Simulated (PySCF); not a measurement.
Species: CH₇AlFN.
Structure used (PBE0-D3(BJ)/def2-SVP), in Å, numbered top down from 1:
```
atom  x, y, z in Å
C1    -1.594   -0.408   -0.065
Al2   -0.113    0.875   -0.197
N3     1.533   -0.319    0.146
F4     0.144    1.874    1.148
H5    -1.619   -0.921    0.913
H6    -1.550   -1.186   -0.847
H7    -2.572    0.090   -0.180
H8     0.302    1.540   -1.595
H9     1.442   -0.811    1.037
H10    1.693   -1.018   -0.580
H11    2.371    0.262    0.205
```

Theory: PBE0-D3(BJ)/def2-SVP geometry optimisation, gas phase (PySCF).

Task: Which atoms are bound to Al2, and at what distances?

Result: 4 atoms: H8 1.602 Å, F4 1.696 Å, C1 1.964 Å, N3 2.062 Å. The nearest atom not counted as bound is H7, at 2.58 Å (others tie with it).

Task: List the angles at Al2.

Result: 
```json
{"angle": "C1–Al2–H8", "degrees": "121.7", "distance of the outer atoms (Å)": "3.12"}
{"angle": "C1–Al2–F4", "degrees": "116.5", "distance of the outer atoms (Å)": "3.11"}
{"angle": "F4–Al2–H8", "degrees": "114.1", "distance of the outer atoms (Å)": "2.77"}
{"angle": "C1–Al2–N3", "degrees": "102.3", "distance of the outer atoms (Å)": "3.14"}
{"angle": "N3–Al2–H8", "degrees": "100.3", "distance of the outer atoms (Å)": "2.83"}
{"angle": "N3–Al2–F4", "degrees": "95.1", "distance of the outer atoms (Å)": "2.78"}
```

Task: Describe the arrangement about Al2 in numbers.

Result: Angles from 95.1° to 121.7°; τ4 = (360° − α − β)/141° = 0.86 with α and β the two widest (0 for a square, 1 for a tetrahedron).

Task: What are the other bond lengths?

Result: C1–H5, C1–H6, C1–H7 1.104 Å; N3–H9, N3–H10, N3–H11 1.021 Å.

Task: What are the rotational constants (commonest isotopes, rigid rotor)?

Result: A = 5459, B = 4675, C = 3041 MHz: an asymmetric top.

Point group: C1 (no symmetry element, even within 0.4 Å). Charge 0, singlet. Stationary, but not proved a minimum.
